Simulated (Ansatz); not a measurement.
Al4B2, relaxed as a singlet with RKS B3LYP-D4/def2-SVP in Ansatz, starting from the GFN1-xTB geometry. Force threshold 0.02 eV/Å.

The restricted singlet is unstable towards broken spin symmetry in Hartree–Fock (as tested in another run); at B3LYP-D4/def2-SVP this wasn't settled. Another isomer (singlet) lies 0.16 eV lower at PBE0-D4/def2-TZVP; other spin states weren't run for this one.

Start:

```xyz
6

B     0.653    0.298    0.341
B    -0.654   -0.297   -0.343
Al   -2.251    0.354    1.027
Al    2.252   -0.348   -1.028
Al   -0.142    1.291    2.139
Al    0.143   -1.298   -2.135
```

Q: Estimate the energy that the relaxation releases and the steps that it takes.

A: 55.7 kJ/mol, in 9 steps; 7 s on 4 threads of INTEL XEON PLATINUM 8581C on a shared host. The force fell under the threshold at step 7, but the optimiser went on. No frequencies were taken in this run, so the end may be a saddle point.

Q: Does the start keep its bonding and symmetry?

A: Bonds lost: Al3–Al5, Al4–Al6 (atoms count from 1). Point group D2h at the start, C2v at the end, both within 0.05 Å.

Q: Predict the relaxed structure.

A: 
```
atom   x (Å)   y (Å)   z (Å)
  B1   0.618   0.278   0.324
  B2  -0.654  -0.292  -0.344
 Al3  -2.397   0.150   0.734
 Al4   2.400  -0.133  -0.705
 Al5   0.270   1.329   2.106
 Al6  -0.238  -1.331  -2.116
```
Bond lengths (bridged metal pairs left out): 4 × Al–B 2.10 Å; 1 × B–B 1.55 Å.
